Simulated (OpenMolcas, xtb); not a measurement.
# GaNH3 (SMILES [NH2][GaH]): the electronic atomisation energy, rung by rung

The species is GaNH3 (5 atoms), meant as a doublet with charge 0. As SMILES, `[NH2][GaH]`. The coordinates come from a PBE0-D4/def2-TZVP relaxation. This is one conformer, not always the lowest.

Each level gives the electronic atomisation energy (eV). The values are calculated. Electronic energies at fixed atoms, without zero-point motion or spin-orbit coupling.

| level | kind | program | value (eV) | CPU time (all runs) |
| --- | --- | --- | --- | --- |
| GFN0-xTB | semi-empirical | xtb | 21.97 | under 2 s |
| GFN1-xTB | semi-empirical | xtb | 22.04 | under 2 s |
| UHF/def2-TZVP | Hartree–Fock | OpenMolcas | 8.85 | 29 s |
| USVWN5/def2-TZVP | LDA | OpenMolcas | 15.44 | 51 s |
| UBLYP/def2-TZVP | GGA | OpenMolcas | 13.25 | 73 s |
| U-r2SCAN/def2-TZVP | meta-GGA | OpenMolcas | 13.39 | 95 s |
| UTPSS/def2-TZVP | meta-GGA | OpenMolcas | 13.58 | 1.7 min |
| UPBE0/def2-TZVP | global hybrid | OpenMolcas | 13.21 | 74 s |

All-electron rows without a relativistic Hamiltonian named are non-relativistic. The values span 8.85 to 22.04 eV. The xTB rows lack spin polarisation, so open shells miss the exchange term that lowers them. CPU times are rough (shared hosts, several kinds of processor): they show what a rung costs within a factor of a few.
